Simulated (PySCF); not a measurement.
C₂H₆ClFSi, SMILES F[C@@H](Cl)C[SiH3]. Atoms are numbered in the order given.

```xyz
11

F     -1.1127    -1.3795     0.3633
C     -0.9768    -0.2678    -0.4227
Cl    -1.1136     1.2120     0.6238
C      0.3534    -0.2923    -1.1470
Si     1.9093    -0.2329    -0.0322
H     -1.8504    -0.2196    -1.1062
H      0.3988     0.5573    -1.8591
H      0.3877    -1.2235    -1.7532
H      1.7645    -1.1547     1.1429
H      3.0706    -0.6908    -0.8730
H      2.1842     1.1637     0.4425
```

Coordinates come from a PBE-D3(BJ)/def2-SVP optimisation. The structure was generated by enumeration; whether it is a known compound was not checked. The values are those of a single conformer.

Computed with TDDFT-PBE/def2-SVPD run with PySCF.

Vertical excitations. 

| state | energy (eV) | λ (nm) | f | main pairs |
|---|---|---|---|---|
| S1 | 6.76 | 183 | 0.004 | HOMO→LUMO 98 % |
| S2 | 7.07 | 175 | 0.000 | HOMO−1→LUMO 56 %, HOMO→LUMO+1 36 % |
| S3 | 7.12 | 174 | 0.019 | HOMO→LUMO+1 53 %, HOMO−1→LUMO 39 % |
| S4 | 7.20 | 172 | 0.023 | HOMO−2→LUMO 79 % |
| S5 | 7.37 | 168 | 0.007 | HOMO−3→LUMO 52 %, HOMO−4→LUMO 37 % |
| S6 | 7.38 | 168 | 0.011 | HOMO−4→LUMO 60 %, HOMO−3→LUMO 30 % |
| S7 | 7.43 | 167 | 0.013 | HOMO−1→LUMO+1 89 % |
| S8 | 7.61 | 163 | 0.004 | HOMO→LUMO+2 94 % |
| S9 | 7.70 | 161 | 0.023 | HOMO→LUMO+3 93 % |
| S10 | 7.78 | 159 | 0.025 | HOMO−2→LUMO+1 96 % |
| T1 | 6.16 | 201 | 0 | HOMO→LUMO 99 % |
| T2 | 6.47 | 192 | 0 | HOMO−1→LUMO 98 % |
| T3 | 6.92 | 179 | 0 | HOMO−2→LUMO 82 %, HOMO→LUMO+1 13 % |
| T4 | 6.99 | 177 | 0 | HOMO→LUMO+1 86 % |
Triplets are in the Tamm–Dancoff approximation, which puts them higher than full response would, so one can lie above its singlet here.
